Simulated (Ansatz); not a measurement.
Reaction (redistribution): `[CH3][AlH][O][SiH2]O` + `F[SiH2]C[SiH3]` → `[CH3][AlH][SiH2]F` + `O[SiH2]OC[SiH3]`

Calculated with Ansatz (gas phase, PBE0-D4/def2-TZVP geometries, no zero-point term in ΔE). CBS: MP2 limit from def2 TZ/QZ plus the TZ coupled-cluster correction, frozen cores. DFT in def2-TZVPP. B3LYP here is the variant with VWN-RPA as its local correlation; programs differ in this. Each species was taken in one conformer, which may not be the lowest.

CCSD(T)/CBS gives +310.9 kJ/mol.

Task: Another level gave +298.1 kJ/mol. Which?
A. B3LYP/def2-TZVPP
B. r2SCAN-D4/def2-TZVPP
C. PBE/def2-TZVPP
D. PBE0-D4/def2-TZVPP

Result: A. B3LYP 298.1, r2SCAN-D4 306.8, PBE 277.0, PBE0-D4 289.9 kJ/mol.

Largest T1 diagnostic among the species: 0.012.

From PBE to PBE0 (25 % exact exchange), in def2-TZVPP and without D4, ΔE moves by +12.6 kJ/mol.
